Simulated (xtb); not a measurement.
Sn(H)2(F)(vinyl) (C2H5FSn), SMILES C=[CH][SnH2][F]. All values are semi-empirical tight-binding results from xtb (GFN2-xTB unless named), good for trends rather than for accurate numbers. Coordinates come from a GFN2-xTB optimisation. One conformer was computed; it need not be the lowest.

For metal compounds this method's bond lengths and energies can be far off.

Problem. Estimate the properties. (The exact figures need the calculation; the answer reports its results.)

Solution. 
```json
{
 "orbital_gap": "4.67 eV",
 "zero_point_energy": "33.0 kcal/mol",
 "G − E(el) at 298.15 K (modified RRHO)": "13.1 kcal/mol"
}
```
